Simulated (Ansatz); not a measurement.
Start from `C=N[SiH2][SeH]` and change one atom or group to get `C=N[SiH2][AlH][SiH3]`.

Ansatz, PBE0-D4/def2-TZVP geometries, multiplicity 1. Each molecule was computed in one conformer, which needn't be the lowest.

Scalar relativity is left out up to krypton. Spin–orbit coupling is left out; it splits and shifts lone-pair levels of the heavy atoms by tenths of an eV.

| property | `C=N[SiH2][SeH]` |
| --- | --- |
| HOMO energy (B3LYP/def2-TZVPP) / eV | -6.88 |
| HOMO energy (ωB97M-V/def2-TZVPP) / eV | -9.31 |
| HOMO energy (PBE/def2-TZVPP) / eV | -5.88 |
| size of the dipole moment (PBE/def2-TZVPP) / D | 1.26 |
| size of the dipole moment (ωB97M-V/def2-TZVPP) / D | 1.37 |
| HOMO–LUMO gap (ωB97M-V/def2-TZVPP) / eV | 10.42 |

Task: What does the change do to each property? (An estimate is asked.)

Result: Computed: 
```csv
property,`C=N[SiH2][AlH][SiH3]`,shift
HOMO energy (B3LYP/def2-TZVPP) / eV,-6.91,-0.03
HOMO energy (ωB97M-V/def2-TZVPP) / eV,-9.00,0.31
HOMO energy (PBE/def2-TZVPP) / eV,-5.76,0.12
size of the dipole moment (PBE/def2-TZVPP) / D,1.06,-0.20
size of the dipole moment (ωB97M-V/def2-TZVPP) / D,1.23,-0.14
HOMO–LUMO gap (ωB97M-V/def2-TZVPP) / eV,8.32,-2.10
```

Dipoles are sizes alone; their direction can turn.

Positive LUMOs are unbound, so they and the gaps depend on the basis.

B3LYP here is the variant with VWN-RPA as its local correlation; programs differ in this.
